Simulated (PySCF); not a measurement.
Isomers of C4H11NOSi2 and their computed core-level spectra.

Theory: PySCF 2.14.0, delta-SCF UKS SCAN, pcX-2 on the ionised atom, pcseg-1 elsewhere, spin-free X2C. Geometries: PBE0-D3(BJ)/def2-SVP; isolated species, one conformer each.

Line lists (1s up to Mg, 2p3/2 beyond; areas count atoms within a level, one atom standing for each set equivalent by bonding):
1. C 1s: 290.12 (area 1), 290.23 (area 1), 290.97 (area 1), 291.41 (area 1) eV; N 1s: 404.65 eV; O 1s: 537.37 eV; Si 2p3/2: 106.80 (area 1), 107.05 (area 1) eV
2. C 1s: 290.15 (area 1), 291.32 (area 1), 292.19 (area 1), 293.83 (area 1) eV; N 1s: 405.14 eV; O 1s: 538.37 eV; Si 2p3/2: 106.68 (area 1), 107.47 (area 1) eV
3. C 1s: 289.53 (area 2), 291.13 (area 1), 293.60 (area 1) eV; N 1s: 405.05 eV; O 1s: 536.85 eV; Si 2p3/2: 106.42 (area 1), 106.72 (area 1) eV

Structures:
A. `CC(=O)N[SiH]1C[SiH2]C1`
B. `N(/C)=C\[Si@@H]1O[SiH2]CC1`
C. `C[C@@H](C#N)O[SiH2]C[SiH3]`

**Question.** Which list belongs to which compound?

**Answer.** 
- 1 = B: another candidate has the same counts of sites, so positions decide. C 1s: 290.12 sp3 carbon bound to silicon, 290.23 sp3 carbon bound to silicon, 290.97 C=N carbon, 291.41 N-methyl carbon; N 1s: 404.65 C=N nitrogen; O 1s: 537.37 siloxane oxygen; Si 2p3/2: 106.80 oxygen-bound silicon, 107.05 oxygen-bound silicon.
- 2 = C: another candidate has the same counts of sites, so positions decide. C 1s: 290.15 sp3 carbon bound to silicon, 291.32 methyl carbon, 292.19 nitrile carbon, 293.83 sp3 carbon bound to oxygen; N 1s: 405.14 nitrile nitrogen; O 1s: 538.37 silyl ether oxygen; Si 2p3/2: 106.68 SiH3 silicon, 107.47 oxygen-bound silicon.
- 3 = A: no other candidate has these counts of sites. C 1s: 289.53 sp3 carbon bound to silicon (×2), 291.13 methyl carbon next to a carbonyl, 293.60 amide carbonyl carbon; N 1s: 405.05 amide nitrogen; O 1s: 536.85 amide oxygen; Si 2p3/2: 106.42 SiH2 silicon, 106.72 SiH silicon.

The 2p values add to the ΔSCF energy of one spin-free hole a correction within the shell (spin–orbit coupling, ligand field).
